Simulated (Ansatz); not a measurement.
(BeO)3 ring (Be3O3), relaxed as a singlet with RKS PBE0-D4/def2-SVP in Ansatz, starting from the GFN2-xTB geometry. Force threshold 0.02 eV/Å.

Start:

```xyz
6

Be   -0.262   -1.286   -0.074
O    -0.621   -0.716    1.184
Be   -0.276    0.666    1.100
O     0.304    1.485    0.086
Be    0.537    0.620   -1.025
O     0.318   -0.769   -1.271
```

```json
{"step": "1", "energy (eV)": "-7337.5766", "largest force component (eV/Å)": "2.276", "SCF passes": "21"}
{"step": "2", "energy (eV)": "-7337.7730", "largest force component (eV/Å)": "1.117", "SCF passes": "28"}
{"step": "3", "energy (eV)": "-7337.8498", "largest force component (eV/Å)": "0.033", "SCF passes": "26"}
{"step": "4", "energy (eV)": "-7337.8499", "largest force component (eV/Å)": "0.003", "SCF passes": "30"}
```

Force components are those of the run's own axes.

End:

```
atom    x (Å)    y (Å)    z (Å)
 Be1  -0.2575  -1.2606  -0.0722
  O2  -0.6543  -0.7545   1.2473
 Be3  -0.2702   0.6521   1.0781
  O4   0.3193   1.5631   0.0896
 Be5   0.5277   0.6085  -1.0059
  O6   0.3350  -0.8086  -1.3369
```

By distances, no bond broke or formed. The bond that changes most is Be1–O6, from 1.43 to 1.47 Å (atoms count from 1).

No frequencies were taken in this run, so the end may be a saddle point.

Hardware: 4 threads of Intel Xeon on a shared host. Wall time 18 s.
